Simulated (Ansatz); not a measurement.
As2Se3⁻, relaxed as a doublet with UKS PBE-D4/def2-SVPD in Ansatz, starting from the GFN2-xTB geometry. Force threshold 0.02 eV/Å.

Another isomer (doublet) lies 0.09 eV lower at PBE0-D4/def2-TZVPD; other spin states weren't run for this one.

Start:

Cartesian coordinates in Å:
```
As 0.8617 0.6729 1.0709
As 0.7993 -0.9687 -0.8739
Se -1.0318 0.9069 2.2454
Se 0.5150 1.4107 -1.2070
Se -1.1442 -2.0218 -1.2355
```

Question: Estimate the energy that the relaxation releases and the steps that it takes.

Answer: 7.7 kJ/mol, in 5 steps; 21 s on 4 threads of Arm Neoverse V2 on a shared host. No frequencies were taken in this run, so the end may be a saddle point.

Question: Does the start keep its bonding and symmetry?

Answer: By distances, no bond broke or formed. The bond that changes most is As1–As2, from 2.55 to 2.68 Å (atoms count from 1). Point group Cs at the start, Cs at the end, both within 0.05 Å.

Question: Predict the relaxed structure.

Answer: 
Cartesian coordinates in Å:
```
As 0.871 0.713 1.126
As 0.805 -1.015 -0.925
Se -1.040 0.955 2.313
Se 0.521 1.430 -1.222
Se -1.156 -2.083 -1.293
```
Bond lengths: 4 × As–Se 2.26 to 2.48 Å; 1 × As–As 2.68 Å.
